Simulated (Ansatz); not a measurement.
Sn6S6. Total charge 0; triplet. Geometry PBE-D4/def2-SVP, that of the neutral singlet; atoms count from 1.

```xyz
12

Sn   -0.2516   -2.2912   -0.2390
Sn    2.4215   -0.2715   -2.1548
Sn    1.6072    0.4654    1.6019
Sn   -2.0951   -0.1662    2.4846
Sn   -1.0271    0.7055   -2.5951
Sn   -1.3738    2.5226    0.1843
S    -0.6851    2.0312    2.5488
S     0.9459    1.7106   -0.9232
S    -2.1394   -0.1032   -0.2771
S     0.2372   -1.4258   -3.0010
S     0.0465   -1.5257    2.3976
S     2.3139   -1.6517   -0.0269
```

In the def2 sets Sn takes a core potential; there is no spin–orbit coupling. At PBE0-D4/def2-SVP a singlet of charge 0 lies 2.47 eV below the triplet at the same geometry. The structure comes from a short search, and lower isomers may exist.

(1) Estimate the Mulliken populations from the PBE0/def2-SVP orbitals of Ansatz.

(2) Where does the spin sit?

(3) And the Mayer bond orders between bonded heavy atoms (over 0.3)?

Results:

(1) 
```json
{"atom": "Sn1", "charge (e)": "0.61", "spin (α − β)": "0.13"}
{"atom": "Sn2", "charge (e)": "0.51", "spin (α − β)": "0.27"}
{"atom": "Sn3", "charge (e)": "0.61", "spin (α − β)": "0.14"}
{"atom": "Sn4", "charge (e)": "0.50", "spin (α − β)": "0.28"}
{"atom": "Sn5", "charge (e)": "0.42", "spin (α − β)": "0.27"}
{"atom": "Sn6", "charge (e)": "0.42", "spin (α − β)": "0.25"}
{"atom": "S7", "charge (e)": "-0.49", "spin (α − β)": "0.15"}
{"atom": "S8", "charge (e)": "-0.55", "spin (α − β)": "0.00"}
{"atom": "S9", "charge (e)": "-0.55", "spin (α − β)": "0.00"}
{"atom": "S10", "charge (e)": "-0.49", "spin (α − β)": "0.15"}
{"atom": "S11", "charge (e)": "-0.50", "spin (α − β)": "0.18"}
{"atom": "S12", "charge (e)": "-0.50", "spin (α − β)": "0.18"}
```
Mulliken values and Mayer orders depend strongly on the basis.

(2) Summed by element: Sn 1.34, S 0.66, of 2 unpaired in all. Largest on single atoms: Sn4 0.28, Sn5 0.27, Sn2 0.27.

(3) Sn1–S9 0.50 (2.89 Å); Sn1–S10 0.39 (2.94 Å); Sn1–S11 0.53 (2.76 Å); Sn1–S12 0.63 (2.65 Å); Sn2–S8 0.45 (2.76 Å); Sn2–S10 0.73 (2.61 Å); Sn2–S12 0.77 (2.54 Å); Sn3–S7 0.39 (2.93 Å); Sn3–S8 0.50 (2.89 Å); Sn3–S11 0.63 (2.65 Å); Sn3–S12 0.53 (2.76 Å); Sn4–S7 0.73 (2.61 Å); Sn4–S9 0.44 (2.76 Å); Sn4–S11 0.77 (2.54 Å); Sn5–S8 0.48 (2.77 Å); Sn5–S9 0.47 (2.70 Å); Sn5–S10 0.83 (2.51 Å); Sn6–S7 0.84 (2.51 Å); Sn6–S8 0.48 (2.70 Å); Sn6–S9 0.48 (2.77 Å).
